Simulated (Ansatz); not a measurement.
Calculated with Ansatz (gas phase, PBE0-D4/def2-TZVP geometries, no zero-point term in ΔE). CBS: MP2 limit from def2 TZ/QZ plus the TZ coupled-cluster correction, frozen cores. This one scheme is used for every species, atoms too. For atomizations the MP2-based limit and the directly extrapolated one differ by several kJ/mol either way, and by 10 to 25 for some Ge, Se and Sn compounds, so smaller differences from it don't rank the levels. DFT in def2-TZVPP. B3LYP here is the variant with VWN-RPA as its local correlation; programs differ in this. Open shells (•) are unrestricted, without spin–orbit coupling. Spin–orbit coupling would lower the free atoms: a little for C, Cl, F; clearly for Ga. Bonds to Ga are less sure, by a few kJ/mol each and by 10 to 20 or more in all where they break to atoms, as the def2 sets lack core-valence functions. Scalar relativity is left out up to krypton. One conformer a species, not always the lowest.

`F[CH](Cl)[GaH][Cl]` → C• + 2 Cl• + F• + Ga• + 2 H•  (atomization)

| level | ΔE (eV) | difference from CCSD(T)/CBS |
| --- | --- | --- |
| PBE-D4 | 22.62 | 0.64 |
| r2SCAN-D4 | 22.21 | 0.23 |
| r2SCANh-D4 | 21.98 | 0.00 |
| CAM-B3LYP-D4 | 21.78 | -0.20 |
| PBE-QIDH | 21.95 | -0.03 |
| PBE | 22.42 | 0.44 |
| r2SCAN | 22.17 | 0.19 |
| PBE0 | 21.88 | -0.10 |
| B3LYP | 21.25 | -0.73 |
| CCSD(T)/def2-SVP | 20.51 | -1.47 |
| HF/def2-TZVPP | 15.21 | -6.77 |
| CCSD/def2-TZVPP | 20.87 | -1.11 |
| CCSD(T)/def2-TZVPP | 21.38 | -0.60 |
| SCS-MP2/def2-QZVPP | 22.03 | 0.05 |
| HF/CBS(def2) | 15.23 | -6.75 |
| CCSD/CBS(def2) | 21.48 | -0.50 |
| CCSD(T)/CBS | 21.98 | 0 |

Largest T1 diagnostic among the species: 0.013.

From BLYP to BHLYP (50 % exact exchange), in def2-TZVPP and without D4, ΔE moves by −0.69 eV: exact exchange takes away binding that semilocal exchange gives to molecules. Leaving LDA and LC-ωPBE aside and taking each functional with its dispersion term where it has one, the values, not all of them listed here, spread over 1.83 eV, from BHLYP-D4 to PBE-D4. LDA lies +3.62 eV from PBE without D4, its usual overbinding.
